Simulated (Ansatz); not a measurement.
Input for Ansatz (a first-principles code): U-PBE/def2-TZVPP on CdFI (SMILES [F][Cd][I]), a point of a bond scan (R = 5.944 Å). Elements past Kr take the def2 small-core potentials; no spin–orbit coupling.

Ansatz 0.2 input:
```yaml
crystal:
  periodic: [false, false, false]
  atoms:
    - {symbol: Cd, position_ang: [-0.00000000, -0.00000000, -1.08526849]}
    - {symbol: F, position_ang: [-0.00000000, -0.00000000, -3.03871967]}
    - {symbol: I, position_ang: [0.00000000, 0.00000000, 4.85830448]}
basis:
  gaussian:
    orbitals: def2-TZVPP
hamiltonian:
  xc: {name: PBE}
magnetization: {spin_polarized: true, initial_magnetization: 0}
```

Output:

```
WARN ansatz: RAYON_NUM_THREADS=1 ignored (pool sized by the plan → 1); use --threads N
Functional definition: PBE
integrals: 0.04 GiB planned
905 factors; their error is unknown
mean field: 0.41 GiB planned
mean field evaluation 1: about -15370.6252 eV, gradient 4.0e1 eV
mean field evaluation 2: about -15158.3632 eV, gradient 1.3e2 eV
mean field evaluation 4: about -15367.4776 eV, gradient 2.9e1 eV
mean field evaluation 8: about -15380.1461 eV, gradient 5.8e-2 eV
mean field evaluation 16: about -15380.2220 eV, gradient 6.6e-1 eV
mean field evaluation 32: about -15380.4798 eV, gradient 5.7e-1 eV
mean field evaluation 64: about -15380.4823 eV, gradient 2.8e-6 eV
mean field evaluation 96: about -15369.8156 eV, gradient 2.3e1 eV
mean field evaluation 128: about -15380.4006 eV, gradient 1.1e-1 eV
mean field evaluation 160: about -15380.4082 eV, gradient 1.3e-1 eV
mean field evaluation 192: about -15380.3959 eV, gradient 8.3e-5 eV
mean field evaluation 224: about -15379.5885 eV, gradient 6.6e0 eV
mean field evaluation 256: about -15380.4100 eV, gradient 5.8e-1 eV
mean field evaluation 288: about -15380.4817 eV, gradient 7.8e-2 eV
mean field evaluation 320: about -15380.4793 eV, gradient 1.4e-1 eV
mean field evaluation 352: about -15380.3848 eV, gradient 1.9e0 eV
mean field -15380.48232871 eV, -565.2223003148 hartree, gradient 2.8e-6 eV, S^2 0.854088; 23 other end points of the search recorded, 0 dependent functions left out
reference -15380.48237184 eV, -565.2223018999 hartree; 27, 27 occupied and 110, 110 virtual orbitals, 905 factors
Total energy: -15380.48237184 eV, -565.2223018999 hartree
```

Self-consistency was reached. Its determinant has ⟨S²⟩ = 0.85, a mixture of spin states.

Cost: around 80 core-seconds (rough).
